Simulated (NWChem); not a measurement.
Molecule: C4H3F; SMILES C#CC(=C)F

```xyz
8

C      0.0553     2.1947     0.0000
C     -0.0023     0.9712     0.0000
C     -0.0566    -0.4556     0.0000
C     -1.1792    -1.2028     0.0000
F      1.1580    -1.0510     0.0000
H      0.1027     3.2750     0.0000
H     -2.1628    -0.7168     0.0000
H     -1.1114    -2.2997     0.0000
```
Atoms are numbered in this order, from 1.

Computed with NWChem. Pople sets run with spherical d functions. The geometry was optimised at PBE-D3(BJ)/def2-SVP. Level: B3LYP/6-31G* with SMD (1 M gas to 1 M solution), gas-phase geometry.

```tsv
solvent	dielectric constant	solvation free energy (kcal/mol)	cavity-dispersion-structure term (kcal/mol)	dipole in solution (D)
water	78.4	1.0	5.3	1.82
acetone	20.5	-2.7	1.5	1.80
ethyl acetate	5.99	-2.3	1.2	1.75
cyclohexane	2.02	-1.8	0.3	1.61
tetrahydrofuran	7.43	-2.2	1.5	1.76
```
